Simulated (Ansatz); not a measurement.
Species: C4H10N, charge 0, multiplicity 2. It need not be the lowest isomer of its formula. 
Structure (B3LYP-D3(BJ)/def2-TZVP (Ansatz, an electronic-structure program) minimum search):
```
N
H 1 1.0100
C 1 1.3881 2 113.42
H 3 1.0818 1 115.44 2 174.32
C 1 1.4576 2 113.32 3 141.14
H 5 1.0914 1 107.24 2 30.10
H 5 1.0994 6 107.24 1 119.19
C 3 1.4874 4 119.40 1 -149.64
H 8 1.0903 3 110.71 4 -38.07
H 8 1.0964 9 107.43 3 121.97
H 8 1.1019 9 107.44 10 114.37
C 5 1.5240 6 109.25 7 118.64
H 12 1.0906 5 111.54 6 -177.66
H 12 1.0910 13 108.13 5 121.70
H 12 1.0916 13 107.64 14 117.31
```
Charge 0, spin multiplicity 2.

Basis-set convergence of Hartree-Fock and CCSD correlation energies (hartree) with Ansatz. Cores are frozen in the correlated levels unless marked. Open shells are spin-unrestricted. No spin-orbit coupling. Non-relativistic.

| basis | functions | E(HF) | E(corr, CCSD) |
|---|---|---|---|
| cc-pVDZ | 120 | -211.70910 | -0.79239 |
| cc-pVTZ | 290 | -211.77061 | -0.94627 |
| cc-pVQZ | 575 | -211.78529 | -0.99284 |

Extrapolating the two largest sets (X = 3 and 4) as X^-3: E(corr) = (64·(-0.99284) - 27·(-0.94627))/37 = -1.0268 Eh, an estimate of the basis-set limit. The largest set recovers 96.7 % of it, the smallest 77.2 %.
